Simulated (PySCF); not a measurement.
Magnetic shielding above rings: a mixed set.

Definitions: NICS(0) = −σiso at the ring centroid; NICS(1) = −σiso and NICS(1)zz = −σzz at ±1 Å along the ring normal z. Level: GIAO PBE0/pcSseg-1 (PySCF, non-relativistic, gas phase) on the GFN2-xTB geometries, one conformer each. Atom numbers follow the mapped SMILES.

Task: Order these rings by mean NICS(1)zz, lowest (most negative) first (ppm).
A. ring N2–C3–C4–C5–N6 in `[SiH3:1][N:2]1[CH2:3][CH2:4][CH:5]=[N:6]1`
B. ring C5–C6–C7 in `[CH3:1][CH2:2][P@H:3](=[O:4])[CH:5]1[CH2:6][CH2:7]1`
C. ring C7–C8–C9–C10–O11 in `[CH3:1][C:2]#[C:3][C:4]#[C:5][CH2:6][c:7]1[cH:8][cH:9][cH:10][o:11]1`
D. ring C4–C5–C6–C7 in `[OH:1][CH2:2][PH:3][CH:4]1[CH2:5][CH2:6][CH2:7]1`
E. ring C2–C3–C4–C5–P6 in `[CH3:1][C@@H:2]1[CH2:3][CH2:4][CH2:5][P@@H:6]1=[O:7]`
F. ring C2–C3–C7 in `[CH2:1]=[C:2]1[C@@H:3]([C:4]#[C:5][CH3:6])[C@H:7]1[O:8][SiH2:9][F:10]`
G. ring C3–P4–C5–C8–P10 in `[CH2:1]=[CH:2][c:3]1[p:4][c:5]([CH:6]=[CH2:7])[c:8]([SiH3:9])[p-:10]1` (charge -1)

Result: C (-26.6), B (-24.8), G (-20.5), F (-16.9), A (-4.3), E (-2.3), D (4.8).

```json
{"SMILES": "CC#CC#CCc1ccco1", "ring": "5-membered ring with O; formal bonds all aromatic", "NICS(0)": "-12.1", "NICS(1)": "-10.3", "NICS(1)zz": "-26.6", "HOMA": "0.46", "rms pucker (Å)": "0.00", "ring atoms with four or more neighbours": "0"}
{"SMILES": "CC[P@H](=O)C1CC1", "ring": "3-membered carbocycle; formal bonds all single", "NICS(0)": "-45.4", "NICS(1)": "-9.1", "NICS(1)zz": "-24.8", "HOMA": "–", "rms pucker (Å)": "0.00", "ring atoms with four or more neighbours": "3"}
{"SMILES": "C=Cc1pc(C=C)c([SiH3])[p-]1", "ring": "5-membered ring with 2 P; formal bonds all aromatic", "NICS(0)": "-7.1", "NICS(1)": "-9.1", "NICS(1)zz": "-20.5", "HOMA": "0.70", "rms pucker (Å)": "0.00", "ring atoms with four or more neighbours": "0"}
{"SMILES": "C=C1[C@@H](C#CC)[C@H]1O[SiH2]F", "ring": "3-membered carbocycle; formal bonds all single", "NICS(0)": "-26.0", "NICS(1)": "-7.6", "NICS(1)zz": "-16.9", "HOMA": "–", "rms pucker (Å)": "0.00", "ring atoms with four or more neighbours": "2"}
{"SMILES": "[SiH3]N1CCC=N1", "ring": "5-membered ring with 2 N; formal bonds 1 double, 4 single", "NICS(0)": "-3.3", "NICS(1)": "-2.8", "NICS(1)zz": "-4.3", "HOMA": "–", "rms pucker (Å)": "0.00", "ring atoms with four or more neighbours": "2"}
{"SMILES": "C[C@@H]1CCC[P@@H]1=O", "ring": "5-membered ring with P; formal bonds all single", "NICS(0)": "-4.9", "NICS(1)": "-4.2", "NICS(1)zz": "-2.3", "HOMA": "–", "rms pucker (Å)": "0.20", "ring atoms with four or more neighbours": "5"}
{"SMILES": "OCPC1CCC1", "ring": "4-membered carbocycle; formal bonds all single", "NICS(0)": "0.8", "NICS(1)": "0.0", "NICS(1)zz": "4.8", "HOMA": "–", "rms pucker (Å)": "0.08", "ring atoms with four or more neighbours": "4"}
```

NICS(0) gives another order. The isotropic NICS(1) gives another order. HOMA uses Krygowski's 1993 parameters; it is left out where a ring has a four-coordinate atom, a triple bond, no multiple bond or a kind of bond without parameters. NICS(1) and NICS(1)zz are means over the two faces.
